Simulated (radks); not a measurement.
Values are calculated unless marked as measured or tabulated.
Ge+, configuration [Ar] 3d10 4s2 4p1 (the NIST ground configuration).

Level of theory: Dirac Kohn-Sham, PBE, spin-unpolarised, spherical densities, finite nucleus; open shells are shared between the two j in proportion to 2j + 1; Fermi nuclear charge, rms radius 4.0742 fm (a radial shooting solver on a logarithmic mesh with Libxc functionals).

Energy parts (eV):
part                       energy
total                  -57107.070
kinetic                 58317.046
electron-nucleus      -137544.970
Hartree                 24280.232
exchange-correlation    -2159.379

Orbitals (lengths in bohr, moments of r in powers of bohr; r(90%) holds 90 % of the orbital's charge):
orbital,occ.,eigenvalue (eV),<r^2>,<r>,<r^4>,r(90%),small-component weight
1s1/2,2,-10966.85,0.002973,0.04700,0.00002275,0.0840,1.34e-02
2s1/2,2,-1380.256,0.05197,0.2098,0.004690,0.325,2.59e-03
2p1/2,2,-1228.702,0.04034,0.1812,0.003293,0.297,2.58e-03
2p3/2,4,-1196.828,0.04183,0.1848,0.003516,0.302,2.53e-03
3s1/2,2,-177.4581,0.4495,0.6241,0.3263,0.934,5.95e-04
3p1/2,2,-127.4950,0.4821,0.6398,0.4045,0.984,5.44e-04
3p3/2,4,-123.2189,0.4983,0.6505,0.4324,1.00,5.30e-04
3d3/2,4,-38.6619,0.6862,0.7318,1.159,1.24,4.00e-04
3d5/2,6,-38.0763,0.6964,0.7371,1.195,1.25,3.96e-04
4s1/2,2,-19.8559,4.724,2.030,36.17,3.03,7.08e-05
4p1/2,0.333333,-11.4060,7.433,2.529,94.65,3.87,4.57e-05
4p3/2,0.666667,-11.1624,7.661,2.568,100.4,3.92,4.44e-05
5s1/2,0,-4.5631,34.29,5.513,1751,7.99,1.35e-05

The highest occupied level is 4p3/2 at -11.162 eV. Summed over all electrons, <r^2> = 28.17 bohr^2, which gives a Langevin (diamagnetic) susceptibility term of -22.3 x 10^-6 cm^3/mol. The density falls to 0.001 e/bohr^3 at r = 3.94 bohr. The electron density at the nucleus is 3.173e+04 e/bohr^3. For comparison, the ionisation energy in NIST's Atomic Spectra Database is 15.935 eV (measured). In exact Kohn-Sham theory the highest level is minus the ionisation energy, but local and semilocal functionals leave it too shallow, through self-interaction and a potential that decays too fast; potentials with the right tail come closer.

Run on one thread of a shared host, so times are rough (Arm Neoverse V2): 0.11 s of CPU time, 0.11 s wall, 14 iterations on 2314 mesh points.

Beside tabulated values, note that spin-unpolarised runs miss the spin-polarisation part of the exchange energy of open shells.
